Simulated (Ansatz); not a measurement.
A nudged elastic band was laid between two geometries of Cl3H4N2Ta + H4Si (15 atoms, charge 0, multiplicity 1).

Theory: RKS PBE/def2-SVP in Ansatz.

* movable images: 5
* climbing image: yes
* spring: 5.0 eV/Å²
* optimiser: quadratic models (default)
* start path: through a guess of the saddle point
* force threshold: 0.05 eV/Å
* iteration limit: 60
* end points: relaxed

Initial state:

```xyz
15
Properties=species:S:1:pos:R:3
Ta -0.036 0.818 0.244
N 1.862 0.560 -0.113
H 2.562 0.188 0.538
H 2.280 0.770 -1.029
N -0.302 0.243 2.134
H -0.672 -0.675 2.406
H -0.350 0.900 2.921
Cl -1.076 1.642 -1.706
Cl -0.045 2.997 1.175
Cl -0.885 -1.347 -0.249
Si 1.804 -3.589 -1.591
H 1.122 -4.260 -0.434
H 0.827 -3.347 -2.704
H 2.914 -4.474 -2.089
H 2.397 -2.282 -1.143
```

Final state:

```xyz
15
Properties=species:S:1:pos:R:3
Ta -0.076 -0.027 -0.221
N 2.296 0.204 -0.371
H 2.747 -0.105 0.502
H 2.558 1.191 -0.511
N 0.085 -0.865 1.574
H 0.316 -1.819 1.868
H -0.227 -0.310 2.386
Cl 0.199 0.045 -2.590
Cl 0.314 2.151 0.665
Cl -2.386 -0.196 -0.411
Si 0.822 -2.532 -0.761
H 1.107 -3.354 0.487
H -0.174 -3.327 -1.571
H 2.121 -2.563 -1.545
H 2.702 -0.350 -1.140
```

Q: What changes between the two ends?

A: Bonds broken: Si11–H15. Bonds formed: Ta1–Si11, N2–H15. Cl3H4N2Ta + H4Si becomes Cl3H8N2SiTa.

Q: What energy profile does the band end with?

A: The run converged. The highest image is number 3 of 0 to 6, 1.25 eV above the first end and 1.18 eV above the last; the last end lies 0.07 eV above the first. A vibrational analysis at the climbing image gives one clearly imaginary mode, 1095i cm⁻¹: a first-order saddle point. The orbitals stay closed-shell, which can raise the energy where a bond breaks towards radicals; this wasn't checked here.

```csv
image,path coordinate (Å),energy (eV),Si11–H15 (Å),Ta1–Si11 (Å),N2–H15 (Å)
0,0.00,0.00,1.50,5.12,3.07
1,2.00,0.06,1.50,4.68,2.93
2,3.99,0.19,1.51,4.02,2.68
3,5.99,1.25,1.85,2.94,1.38
4,7.62,0.33,2.61,2.72,1.03
5,9.26,0.17,2.82,2.71,1.03
6,10.89,0.07,2.90,2.71,1.03
```

Q: What is the geometry of the highest image?

A: 
```xyz
15
Properties=species:S:1:pos:R:3
Ta 0.017 0.033 -0.148
N 2.125 0.303 -0.028
H 2.732 0.081 0.769
H 2.656 0.744 -0.788
N 0.409 -0.433 1.746
H -0.328 -0.907 2.286
H 1.216 -0.255 2.351
Cl 0.513 0.715 -2.380
Cl -1.321 1.932 0.193
Cl -1.848 -1.406 -0.185
Si 1.059 -2.549 -1.094
H 0.742 -3.548 -0.013
H 0.171 -2.773 -2.285
H 2.476 -2.845 -1.552
H 1.785 -0.946 -0.511
```

Q: What are the harmonic wavenumbers there?

A: 1095i, 57, 73, 111, 128, 147, 150, 180, 186, 190, 308, 315, 337, 344, 357, 383, 430, 454, 528, 532, 554, 587, 645, 692, 714, 831, 888, 909, 1198, 1430, 1466, 1508, 2094, 2155, 2182, 3439, 3447, 3551, 3554 cm⁻¹.

Run time: 8 min on 4 threads of Arm Neoverse V1 (shared host), peak memory 0.31 GiB.
